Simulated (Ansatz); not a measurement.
Coupled-cluster diagnostics for the cluster Mg₃Al₃⁺, Ansatz.

Geometry of the singlet (PBE0-D4/def2-SVP):

```tsv
atom	x (Å)	y (Å)	z (Å)
Al1	-0.350	1.670	0.762
Al2	-1.647	-0.550	0.747
Al3	1.208	-0.697	-0.036
Mg4	-1.384	0.832	-1.597
Mg5	2.433	1.733	0.024
Mg6	-0.259	-2.988	0.099
```

Correlated methods freeze 18 core orbitals; core or outer-core shells of Mg are correlated, in sets that lack core-valence functions. Another isomer (singlet) lies 0.16 eV lower at PBE0-D4/def2-TZVP; other spin states weren't run for this one.

Question: Estimate the CCSD(T) correlation energy, the shares of MP2 and (T), T1 and the reference's ⟨S²⟩ for: charge 1, singlet, own geometry in def2-TZVPP; and the rough time on 4 threads of Intel Xeon on a shared host.

Answer: 
```json
{"state": "charge 1, singlet, own geometry", "basis": "def2-TZVPP", "correlation (eV)": "-24.285", "MP2 share (%)": "92.9", "(T) share (%)": "4.9", "T1": "0.018", "⟨S²⟩ (pure)": "0.00 (0.00)", "wall time": "3.7 min", "remarks": "restricted SCF unstable"}
```
Customary marks for T1 are 0.02 (closed shells), 0.045 (open shells) and about 0.05 (3d metals). T1 stays under 0.02 throughout.
